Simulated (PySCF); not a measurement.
Si(Me)2 (C2H6Si), SMILES C[Si]C (connectivity only; charge and spin as stated), neutral, multiplicity 1.

The structure is a stationary point at B3LYP-D3(BJ)/def2-TZVP. The isomer is the one that the SMILES or the coordinates give; other isomers of the formula were not compared.

Calculation: HF/def2-TZVPD (PySCF).

The molecule is in vacuum.

Computed frontier levels, gap, dipole moment and polarisability:
```yaml
highest_occupied_level: -8.29 eV
lowest_empty_level: 1.06 eV
orbital_gap: 9.35 eV
dipole_moment: 1.40 D
quadrupole, principal values (traceless, Buckingham form, about the centre of nuclear charge): -5.97, 0.82, 5.15 D·Å
mean_static_polarisability: 59.0 bohr³ (8.74 Å³)
polarisability_principal_values: 52.7, 59.3, 64.9 bohr³
```
